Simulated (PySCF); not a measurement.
Level of theory: r2SCAN-D4/def2-TZVP // B3LYP-D3(BJ)/def2-SVP run with PySCF. All species are isolated molecules in the gas phase. One relaxed conformer stands for a flexible species; it need not be the lowest. Delta-SCF ions had no search for a lower state. 

Reference species (SMILES): `[SH][GeH2][SH]` (H–S–Ge–S torsion -140°, S–Ge–S–H torsion -140°) (neutral, multiplicity 1).

| Quantity | Value |
|---|---|
| vertical ionisation energy (Delta-SCF) | 9.13 eV |
| HOMO | -6.43 eV |
| LUMO | -1.14 eV |

Changed species: `[SH][GeH2][GeH2][GeH2][SH]` (n = 3; the reference has n = 1).

### Question
Predict the effect on the vertical ionisation energy (Delta-SCF), HOMO and LUMO.

### Answer
the vertical ionisation energy (Delta-SCF) falls by 0.86 eV, to 8.27 eV; the HOMO rises by 0.30 eV, to -6.13 eV; the LUMO falls by 0.71 eV, to -1.85 eV.
